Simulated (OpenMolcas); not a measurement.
**Tb2+: CASPT2 settings compared**

| Property | Result |
| --- | --- |
| Program | OpenMolcas |
| Basis | ANO-RCC-VQZP [9s8p6d4f3g2h] |
| Scalar Hamiltonian | DKH2, point nucleus |
| Active space | 9 electrons in 7 orbitals (4f) |
| State averaging | 2S+1 = 6 odd, 21 roots; 2S+1 = 4 odd, 108 roots kept (CI in the orbitals of an earlier block); 2S+1 = 2 odd, 17 roots kept (CI in the orbitals of an earlier block) |
| Spin-orbit coupling | RASSI with atomic mean-field integrals over the reference wave functions, term energies averaged over their components |

Methods on the same reference wave functions:
A. CASSCF
B. SS-CASPT2, IPEA 0.1 Eh, sigma1 regulariser 0.1 Eh (closed shells correlated: none)
C. MS-CASPT2, IPEA 0.1 Eh, sigma1 regulariser 0.1 Eh (closed shells correlated: none)
D. XMS-CASPT2, IPEA 0.75 Eh, real shift 0.4 Eh (closed shells correlated: 4d 5s 5p)

Energies in cm⁻¹ above 4f⁹ ⁶H°_15/2, the measured ground level; measured values from Martin, Zalubas and Hagan, Atomic Energy Levels: The Rare-Earth Elements, NSRDS-NBS 60 (1978).

```tsv
Level	A	B	C	D	Measured
4f⁹ ⁶H°_15/2	0.0	0.0	0.0	0.0	0.0
4f⁹ ⁶H°_13/2	2860	2880	2880	2830	2805
4f⁹ ⁶H°_11/2	4983	4970	4970	4930	4735
4f⁹ ⁶H°_9/2	6627	6600	6600	6590	6258
4f⁹ ⁶H°_7/2	7920	7880	7880	7880	7422
4f⁹ ⁶F°_11/2	8762	7240	7240	7260	6470
4f⁹ ⁶H°_5/2	8917	8870	8870	8880	8286
4f⁹ ⁶F°_9/2	10078	8550	8550	8740	7622
4f⁹ ⁶F°_7/2	11668	10140	10140	10280	
4f⁹ ⁶F°_5/2	12880	11330	11330	11450	10220
4f⁹ ⁶F°_3/2	13643	12060	12060	12200	
4f⁹ ⁶F°_1/2	14049	12450	12450	12610	
4f⁹ ⁴F°_9/2 [74 %]	22713	21030	21030	24370	
4f⁹ ⁴G°_11/2(1)	24887	23030	23030	26060	
4f⁹ ⁴I°_15/2 [73 %]	25103	24120	24120	27200
```

Deviations, from unrounded energies. A percentage is the sum of absolute deviations over the sum of measured energies, with the sign that they share, or ± where signs differ.

```tsv
Against measurement	Levels	A	B	C	D
mean absolute deviation (cm-1)	8	1200	560	560	590
fine structure of the ground term (%)	5	+6.1	+5.8	+5.8	+5.4
other terms of the ground configuration (%)	3	+30.5	+11.6	+11.6	+12.9
```

B, C, D lie about equally close to measurement and A furthest from it. The largest miss of C in the table is 4f⁹ ⁶F°_5/2, by +1100 cm-1. The ranking rests on the paired levels alone, and a cruder setting can come out closer through cancelling errors.

Among B to D the level of the table that moves most is 4f⁹ ⁴F°_9/2 [74 %], by 3300 cm-1 (lowest in C, highest in D). Moves below CASPT2's spread within the term are not significant.

The mean deviations of B to D differ by less than CASPT2's widest spread within a term (2400 cm-1), so their order carries little weight.

From A to B the spin-free energies of the other terms of 4f⁹ shown, above ⁶H°, scale by factors of 0.77 to 0.95, as is usual when dynamic correlation screens the repulsion within a d or f shell.

The lowest spin-free term lies below A's lowest term by 0.339 hartree in B, 0.339 hartree in C, 1.426 hartree in D.

CASPT2 breaks the degeneracy within a term, and the mean is taken; among the terms shown or strongly mixed into the levels shown the widest spread is 2400 cm-1 (4f⁹ ⁶H°, D). High states are left out of the spin-orbit mixing, which shifts the levels that they would mix with. Terms from blocks run as CI alone lack orbitals of their own. Without dynamic correlation excited terms often stand tens of per cent too high (terms of higher spin than the ground term too low), and those without a measured partner can miss by more than the paired ones (holds for A). Blocks of more than 70 roots (2S+1 = 4 odd) ran without multistate coupling (holds for C). The CASPT2 spread within a term exceeds the gap to the next term for 4f⁹ ⁴I° and 4f⁹ ⁴F°, 4f⁹ ⁴F° and 4f⁹ ⁴G°(1), so the order of their levels is uncertain (holds for D). Computed and measured levels are paired by configuration, term and J; levels that our copy of the source lacks, or whose pairing is in doubt (as where it misses far off the trend of its configuration), stay unpaired and out of the deviations. Only configurations of the active space appear. Levels that lie high or do not pair safely by name in every column are left out.

A share in square brackets marks a mixed level and gives the weight of the term that names it, the lowest over the columns. A number in round brackets counts repeated terms of one configuration in the order of the reference energies. ° marks odd parity.
